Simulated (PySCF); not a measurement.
This PySCF input asks for the NMR shieldings of SMILES CC(C)B[SiH2]CC(F)(F)F, C5H12BF3Si; the geometry comes from GFN2-xTB.

```python
import basis_set_exchange as bse
import numpy as np
from pyscf import gto, dft
from pyscf.prop import nmr

atoms = """
C    -1.756243   -0.389781   -1.231142
C    -1.400820   -0.522854    0.254215
C    -2.676473   -0.778524    1.069625
B    -0.431520    0.563868    0.851048
Si    0.862001    1.583766   -0.217354
C     2.635621    0.888150    0.128225
C     2.604922   -0.600179    0.122412
F     1.918433   -1.110371    1.168326
F     3.821834   -1.176592    0.177200
F     2.010473   -1.108799   -0.975772
H    -2.307582    0.531834   -1.407763
H    -2.378091   -1.223312   -1.553477
H    -0.860705   -0.377645   -1.846381
H    -0.786079   -1.435927    0.351260
H    -3.209852   -1.648311    0.689613
H    -2.441388   -0.951083    2.116632
H    -3.341513    0.080292    1.004938
H    -0.450334    0.702697    2.017121
H     1.036352    3.009017    0.117903
H     0.785541    1.567312   -1.688434
H     3.343820    1.210123   -0.631433
H     3.011191    1.205704    1.098364
"""
names = dict.fromkeys(["C", "B", "Si", "F", "H"], "pcSseg-1")
basis = {el: gto.basis.parse(bse.get_basis(n, elements=[el], fmt="nwchem")) for el, n in names.items()}
mol = gto.M(atom=atoms, basis=basis, charge=0, verbose=0)
mf = dft.RKS(mol, xc="PBE0")
mf.grids.level = 2
mf.grids.alignment = dft.numint.BLKSIZE   # the property module wants whole blocks of grid points
mf.conv_tol = 1e-9
mf.kernel()

calc = nmr.RKS(mf)   # GIAO
C = mf.mo_coeff
Co = C[:, mf.mo_occ > 0]
resp = mf.gen_response(singlet=True, hermi=2)
def vind(x):   # induced exchange potential for any number of trial vectors
    d = np.einsum("pi,xij,qj->xpq", C, 2 * x.reshape(-1, C.shape[1], Co.shape[1]), Co, optimize=True)
    return np.einsum("xpq,pi,qj->xij", resp(d - d.transpose(0, 2, 1)), C, Co, optimize=True).ravel()
mo1, _ = nmr.rhf.solve_mo1(calc, with_cphf=vind)
sigma = calc.kernel(mo1)
for i, s in enumerate(sigma):   # ppm
    print("%2d %-2s %9.2f" % (i, mol.atom_pure_symbol(i), np.trace(s) / 3))
```

Problem. Give the expected output.

Solution. 
```
 0 C     164.25
 1 C     144.19
 2 C     162.59
 3 B      -9.20
 4 Si    439.75
 5 C     165.96
 6 C      48.37
 7 F     241.58
 8 F     242.15
 9 F     243.77
10 H      30.59
11 H      30.52
12 H      29.52
13 H      30.17
14 H      30.45
15 H      29.93
16 H      30.54
17 H      21.97
18 H      27.76
19 H      27.49
20 H      29.80
21 H      29.91
```

These numbers come from an equivalent density-fitted implementation of the same equations, which agrees with the script to about 0.01 ppm for H and up to a few tenths of a ppm for heavy atoms, so last digits may differ.

Size and cost of the density-fitted run: 237 basis functions, 74 s wall time on 1 thread of an Arm Neoverse V1, shared host; peak memory 1.1 GiB.
